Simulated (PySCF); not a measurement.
C₄H₁₃ClGeSi, SMILES [SiH2]([CH2][Ge]([CH3])([CH3])[CH3])Cl, GFN2-xTB optimised geometry.

```
20

Si    -2.21    -0.45     0.00
Cl    -2.87     1.46     0.00
C     -0.32    -0.45     0.00
Ge     0.55     0.19    -1.68
C      2.52     0.18    -1.39
C      0.10    -1.06    -3.16
C     -0.04     2.03    -2.15
H     -2.72    -1.08     1.22
H     -2.76    -1.10    -1.18
H      0.04     0.17     0.82
H      0.03    -1.46     0.19
H      2.87    -0.81    -1.12
H      3.05     0.50    -2.29
H      2.80     0.86    -0.58
H     -0.96    -1.04    -3.38
H      0.38    -2.08    -2.90
H      0.64    -0.79    -4.07
H     -1.10     2.04    -2.40
H      0.12     2.71    -1.32
H      0.52     2.40    -3.01
```

Density from B3LYP/def2-SVP run with PySCF 2.14.0 at that geometry.

Minimum of the electron density along straight lines between bonded atoms, close to the bond critical point (lines longer than 1.1 times the sum of covalent radii, or with two minima, are not listed):

```csv
bond,length / Å,ρ at the minimum / e bohr⁻³,∇²ρ there / e bohr⁻⁵,position (fraction from the first atom)
Si1–Cl2,2.016,0.097,0.34,0.37
Si1–C3,1.890,0.114,0.31,0.38
C3–Ge4,2.003,0.116,0.05,0.53
Ge4–C5,1.991,0.121,0.04,0.47
Ge4–C6,1.986,0.122,0.04,0.47
Ge4–C7,1.983,0.123,0.04,0.47
Si1–H8,1.464,0.119,0.33,0.49
Si1–H9,1.463,0.119,0.33,0.49
C3–H10,1.090,0.269,-0.94,0.62
C3–H11,1.089,0.268,-0.93,0.62
C5–H12,1.086,0.273,-0.98,0.62
C5–H13,1.086,0.273,-0.98,0.62
C5–H14,1.086,0.273,-0.98,0.62
C6–H15,1.086,0.274,-0.99,0.62
C6–H16,1.086,0.273,-0.98,0.62
C7–H18,1.085,0.275,-1.00,0.63
C7–H19,1.086,0.274,-0.99,0.63
C7–H20,1.087,0.273,-0.98,0.62
```
